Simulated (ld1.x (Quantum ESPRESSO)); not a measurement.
## PBE ultrasoft dataset for carbon (C), non-relativistic all-electron reference.

* Element: C
* Generator: ld1.x (Quantum ESPRESSO) 7.5
* Type: ultrasoft
* Functional: PBE
* Relativity: non-relativistic
* Frozen core: [He]
* Valence charge: 4
* Reference configuration: 2s2 2p2
* Partial waves: 2s (bound): rcut 0.95, rcutus 1.25 bohr; 2s channel at 1.05 Ry: rcut 0.95, rcutus 1.25 bohr; 2p (bound): rcut 1.95, rcutus 2.15 bohr; 2p channel at 0.1 Ry: rcut 1.95, rcutus 2.15 bohr; 3d channel at 0.4 Ry: rcut 1.45, rcutus 2.05 bohr; 3d channel at 2.35 Ry: rcut 1.45, rcutus 2.05 bohr
* Local potential: all-electron potential smoothed inside 1.50 bohr (lloc = -1)
* Core correction: none
* Augmentation charge: built from norm-conserving waves at rcut, not smoothed further

- Cutoffs needed: 15 Ry and 18 Ry (the cutoffs (Ry, on a coarse ladder) from which the occupation-weighted sum of valence levels, in a spherical-Bessel basis at the reference potential, stays within 10 and 1 mRy of its value at 400 Ry)
- Ghost test: no extra level below or beside the all-electron valence levels (s, p, d, f tested) (spherical-Bessel basis up to 400 Ry, 20 bohr box)
- Largest excitation error: +567 meV (all-electron minus pseudo) for 2s1 2p0, out of 7 test configurations
- Lowest eigenvalue of the overlap operator: 0.52 (s channel)
